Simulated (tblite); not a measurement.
Isomers of C3H10F3NSi2. Calculated harmonic vibrations of the isolated species, GFN2-xTB (tblite), most abundant isotopes, no scaling. This tight-binding method is rough: wavenumbers can miss measured ones by several per cent, in bad cases by 10 to 20. Modes of hydrogen on silicon can be 10 to 20 % off. One conformer each.

Electronic energies: GFN2-xTB at the same geometries; isomer energies are rough at this level and their order can be wrong.

| SMILES | electronic energy, lowest = 0 (kcal/mol) |
| --- | --- |
| C[Si@@H]([SiH3])NCC(F)(F)F | 21.1 |
| NCC([SiH3])([SiH3])C(F)(F)F | 25.0 |
| CC[Si@H](N[SiH3])C(F)(F)F | 0.0 |
| C[Si@](N)(C[SiH3])C(F)(F)F | 26.8 |
| C[Si@@](N)([SiH3])CC(F)(F)F | 21.9 |
| FCC(F)(F)CN[SiH2][SiH3] | 22.9 |

How do GFN2-xTB zero-point energies change the relative energies?

```
                     SMILES  ZPE (kcal/mol)  of it from modes above 1550 cm⁻¹  electronic (kcal/mol)  with ZPE, lowest = 0 (kcal/mol)  lowest mode (cm⁻¹)  rings
  CC[Si@H](N[SiH3])C(F)(F)F            79.3                              39.4                    0.0                              0.0                 12i      0
 C[Si@@H]([SiH3])NCC(F)(F)F            79.1                              38.9                   21.1                             20.9                  3i      0
C[Si@@](N)([SiH3])CC(F)(F)F            79.9                              41.2                   21.9                             22.6                  30      0
    FCC(F)(F)CN[SiH2][SiH3]            78.3                              37.6                   22.9                             21.9                  20      0
NCC([SiH3])([SiH3])C(F)(F)F            77.9                              40.0                   25.0                             23.5                  53      0
 C[Si@](N)(C[SiH3])C(F)(F)F            79.2                              41.3                   26.8                             26.7                  29      0
```

The zero-point energies span 2.0 kcal/mol, from `NCC([SiH3])([SiH3])C(F)(F)F` to `C[Si@@](N)([SiH3])CC(F)(F)F`. Slightly imaginary modes are left out of the zero-point energy: `CC[Si@H](N[SiH3])C(F)(F)F` 12.2i cm⁻¹ and `C[Si@@H]([SiH3])NCC(F)(F)F` 2.6i cm⁻¹. The lowest isomer stays, but the order above it changes.

What do entropy and thermal enthalpy add at 298.15 K and 1 bar (rigid rotor, harmonic oscillator, one conformer each)?

| SMILES | point group | symmetry number | S (cal/(mol K)) | H − H(0) (kcal/mol) | ZPE + H − H(0) − TS (kcal/mol) |
| --- | --- | --- | --- | --- | --- |
| C[Si@@](N)([SiH3])CC(F)(F)F | C1 | 1 | 117.5 | 9.30 | 54.2 |
| NCC([SiH3])([SiH3])C(F)(F)F | C1 | 1 | 106.5 | 8.28 | 54.4 |
| C[Si@](N)(C[SiH3])C(F)(F)F | C1 | 1 | 119.9 | 9.51 | 53.0 |

Not tabulated: `CC[Si@H](N[SiH3])C(F)(F)F` (lowest mode only 12i cm⁻¹); `C[Si@@H]([SiH3])NCC(F)(F)F` (lowest mode only 3i cm⁻¹); `FCC(F)(F)CN[SiH2][SiH3]` (lowest mode only 20 cm⁻¹).
